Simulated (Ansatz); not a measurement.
Reaction (redistribution): `[SiH3][O][In]([Cl])[O][SiH3]` + `[OH][InH][Br]` → `[SiH3][O][InH][O][SiH3]` + `[OH][In]([Cl])[Br]`

Program: Ansatz. Geometries: PBE0-D4/def2-TZVP. ΔE: electronic, gas phase. CCSD(T)/CBS is the MP2 limit (def2-TZVPP, def2-QZVPP) plus CCSD(T) − MP2 in def2-TZVPP, frozen cores. Functionals use def2-TZVPP. B3LYP here is the variant with VWN-RPA as its local correlation; programs differ in this. HSE06 is defined as in plane-wave codes. Elements past krypton have def2 core potentials. For Br, In outer-core shells are correlated without core-valence functions, which leaves a few kJ/mol of doubt a bond. Scalar relativity is left out up to krypton. Each species was taken in one conformer, which may not be the lowest.

```csv
level,ΔE (kcal/mol),difference from CCSD(T)/CBS
LDA (SPW92),-4.6,-1.5
BLYP-D4,-4.1,-1.0
r2SCAN-D4,-3.6,-0.5
B97M-V,-3.9,-0.8
PBE0-D4,-3.7,-0.6
B3LYP-D4,-3.9,-0.8
r2SCAN0-D4,-3.6,-0.5
HSE06-D4,-3.6,-0.5
BHLYP-D4,-3.8,-0.7
CAM-B3LYP-D4,-3.7,-0.6
ωB97X-V,-3.4,-0.3
ωB97M-V,-3.6,-0.5
B2PLYP,-2.9,0.2
PBE-QIDH,-3.1,0.0
PBE,-3.1,0.0
revPBE,-2.3,0.8
BLYP,-2.5,0.6
r2SCAN,-3.5,-0.4
PBE0,-3.0,0.1
B3LYP,-2.7,0.4
r2SCANh,-3.5,-0.4
r2SCAN0,-3.4,-0.3
BHLYP,-2.8,0.3
CAM-B3LYP,-3.0,0.1
LC-ωPBE,-2.9,0.2
RPA@PBE/def2-TZVPP,-2.8,0.3
HF/def2-SVP,-2.4,0.7
MP2/def2-SVP,-2.6,0.5
CCSD/def2-SVP,-2.6,0.5
CCSD(T)/def2-SVP,-2.6,0.5
HF/def2-TZVPP,-2.0,1.1
MP2/def2-TZVPP,-3.1,0.0
SCS-MP2/def2-TZVPP,-2.9,0.2
CCSD/def2-TZVPP,-2.9,0.2
CCSD(T)/def2-TZVPP,-3.1,0.0
HF/def2-QZVPP,-1.9,1.2
MP2/def2-QZVPP,-3.1,0.0
HF/CBS(def2),-1.9,1.2
MP2/CBS(def2),-3.1,0.0
CCSD/CBS(def2),-2.9,0.2
CCSD(T)/CBS,-3.1,0
```

Largest T1 diagnostic among the species: 0.015.

The D4 term adds −1.2 kcal/mol with B3LYP and −0.7 kcal/mol with PBE0; it sums over pairs of atoms, weighted by their polarisabilities, and B3LYP, whose exchange is more repulsive, gets the larger term. Leaving LDA and LC-ωPBE aside and taking each functional with its dispersion term where it has one, the values spread over 1.2 kcal/mol, from BLYP-D4 to B2PLYP. LDA lies −1.4 kcal/mol from PBE without D4.
